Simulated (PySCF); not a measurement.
Start geometry of 3-chloropivalic acid, `CC(C)(CCl)C(=O)O` from GFN2-xTB (Å):
```
atom  x, y, z in Å
C1    -0.2531   -1.4943    0.1483
C2    -0.0970    0.0262    0.0408
C3    -0.3894    0.4968   -1.3878
C4    -1.0002    0.7412    1.0481
Cl5   -2.7159    0.3943    0.7513
C6     1.3425    0.3893    0.3833
O7     1.6821    1.1094    1.2839
O8     2.2204   -0.1884   -0.4404
H9     0.4204   -1.9886   -0.5461
H10   -0.0264   -1.8315    1.1577
H11   -1.2756   -1.7742   -0.0912
H12   -1.4142    0.2490   -1.6511
H13   -0.2587    1.5740   -1.4693
H14    0.2835    0.0077   -2.0867
H15   -0.7770    0.4174    2.0645
H16   -0.8736    1.8215    0.9806
H17    3.1253    0.0624   -0.1958
```

Q: What comes out of this run: PySCF 2.14.0, PBE0-D3(BJ)/def2-SVP geometry optimisation, gas phase?

A: 
```
atom  x, y, z in Å
C1    -1.6753   -1.8546    0.4508
C2    -1.5535   -0.3298    0.3538
C3    -1.8179    0.1381   -1.0816
C4    -2.4896    0.3659    1.3455
Cl5   -4.2121    0.0030    1.0332
C6    -0.1419    0.0764    0.7524
O7     0.1429    0.7975    1.6737
O8     0.7859   -0.4631   -0.0463
H9    -0.9865   -2.3430   -0.2516
H10   -1.4446   -2.2092    1.4674
H11   -2.7042   -2.1567    0.2097
H12   -2.8514   -0.1080   -1.3632
H13   -1.6882    1.2273   -1.1764
H14   -1.1306   -0.3553   -1.7820
H15   -2.2723    0.0501    2.3735
H16   -2.3725    1.4555    1.2930
H17    1.6444   -0.1527    0.2804
```

The energy falls by 0.036 eV over 5 energy and gradient evaluations, the largest force component goes from 0.0086 to 2.5e-04 Eh/bohr, and the atoms move by 0.035 Å rms after alignment. Among the bonds, C4–Cl5, C1–H9, C1–H10, C1–H11, C3–H12, C3–H13 and C3–H14 change most and about equally (+0.012 to +0.013 Å). Bonds longer at the end by more than 0.005 Å: 9 of 16; shorter: 0. Among the angles that change most is C6–O8–H17, from 110.2° to 106.5°. Rotational constants go from 3154, 1044, 947.5 to 3113, 1041, 942.3 MHz. The orientation of the end geometry is arbitrary; only internal coordinates are fixed.

The run used 161 basis functions and 38 SCF cycles in all.

No frequency check. One conformer, not necessarily the lowest.
